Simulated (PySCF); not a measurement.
## BrTiN + H₂O → TiN(OH) + HBr

Level: PBE0 in the def2-TZVP basis family, all electrons, no relativity, computed in PySCF with density fitting; open shells unrestricted.

| species | state and structure | ZPE (kJ/mol) | H(298 K) − H(0) (kJ/mol) | S° (J/(mol K)) |
| --- | --- | --- | --- | --- |
| BrTiN | singlet, Cs, Ti–Br 2.431 Å, Ti–N 1.543 Å; Br–Ti–N 119.3° | 9.9 | 12.6 | 293.1 |
| H₂O | singlet, C2v, O–H 0.960 Å (×2); H–O–H 105.1° | 56.5 | 9.9 | 188.7 |
| TiN(OH) | singlet, Cs, O–H 0.958 Å, Ti–N 1.560 Å, Ti–O 1.855 Å; H–O–Ti 124.6°, N–Ti–O 113.2° | 43.0 | 12.4 | 272.3 |
| HBr | singlet, C∞v, H–Br 1.421 Å | 16.0 | 8.7 | 198.5 |

(1) Is the gas-phase reaction uphill or downhill in electronic energy at this level, and by how much?

(2) Add zero-point, thermal and entropy terms for 298.15 K and 1 bar.

Answers

(1) At PBE0/def2-TZVP, ΔE = 63.1 kJ/mol, uphill. 

(2) ΔZPE = -7.4 and Δ[H(298) − H(0)] = -1.4 kJ/mol give ΔH° = 54.3 kJ/mol. ΔS° = -11.0 J/(mol K), so ΔG° = 54.3 − 298.15 × (-0.0110) = 58 kJ/mol and log₁₀K = -10.1.

Only the bonding shown was studied: isomers, or loss of a ligand pair, can lie lower.
